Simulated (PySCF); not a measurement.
Compound: C5H8FNO.
SMILES with atom numbers: `[O:1]=[C:2]1[NH:3][CH2:4][CH2:5][C@@H:6]1[CH2:7][F:8]` (hydrogens: H9 on N3; H10, H11 on C4; H12, H13 on C5; H14 on C6; H15, H16 on C7)

Structure used (GFN2-xTB), in Å, numbered top down from 1:
```
atom  x, y, z in Å
O1     0.0412    2.4290    0.3392
C2    -0.3022    1.2859    0.1597
N3    -1.4906    0.7486    0.4938
C4    -1.6566   -0.6415    0.1418
C5    -0.2147   -1.1088   -0.0939
C6     0.5258    0.1717   -0.4885
C7     1.9777    0.2422   -0.0450
F8     2.7427   -0.6523   -0.7554
H9    -2.2413    1.3037    0.8703
H10   -2.1468   -1.1911    0.9486
H11   -2.2633   -0.7418   -0.7673
H12    0.2046   -1.5021    0.8333
H13   -0.1498   -1.8823   -0.8555
H14    0.4908    0.3240   -1.5729
H15    2.0896   -0.0163    1.0130
H16    2.3852    1.2399   -0.2328
```

A PySCF run (density fitting, gas phase, GFN2-xTB geometry) gave HOMO -7.39 eV, LUMO 0.68 eV, dipole 4.03 D and E = -424.674 Eh.

Question: Which of these levels was it?
A. HF/ANO-RCC-VDZP
B. PBE0/pcSseg-1
C. PBE0/def2-SVPD
D. PW91/pcseg-1
E. BHandHLYP/STO-3G

Answer: B. It is PBE0/pcSseg-1. All candidates on this geometry:

```json
{"level and settings": "PW91/pcseg-1, grid level 4, fitting basis def2-universal-jkfit", "kind": "GGA", "basis functions": "152", "SCF cycles": "12", "E (Eh)": "-424.9556", "HOMO (eV)": "-5.82", "LUMO (eV)": "-0.43", "dipole (D)": "3.91"}
{"level and settings": "PBE0/def2-SVPD", "kind": "global hybrid", "basis functions": "230", "SCF cycles": "14", "E (Eh)": "-424.4373", "HOMO (eV)": "-7.49", "LUMO (eV)": "0.36", "dipole (D)": "4.15"}
{"level and settings": "PBE0/pcSseg-1", "kind": "global hybrid", "basis functions": "176", "SCF cycles": "14", "E (Eh)": "-424.6739", "HOMO (eV)": "-7.39", "LUMO (eV)": "0.68", "dipole (D)": "4.03"}
{"level and settings": "BHandHLYP/STO-3G, fitting basis def2-qzvpp-jkfit", "kind": "global hybrid", "basis functions": "48", "SCF cycles": "10", "E (Eh)": "-419.3937", "HOMO (eV)": "-5.61", "LUMO (eV)": "5.67", "dipole (D)": "2.78"}
{"level and settings": "HF/ANO-RCC-VDZP, start guess huckel", "kind": "Hartree–Fock", "basis functions": "152", "SCF cycles": "12", "E (Eh)": "-422.8894", "HOMO (eV)": "-10.93", "LUMO (eV)": "2.06", "dipole (D)": "4.41"}
```

The nearest other candidate, by the summed differences of HOMO and LUMO, is PBE0/def2-SVPD: its HOMO differs by -0.10 eV and its LUMO by -0.32 eV. Cycle counts include a coarse-grid stage where the run had one. ANO-RCC sets were contracted for a scalar-relativistic Hamiltonian, but ran non-relativistically here.
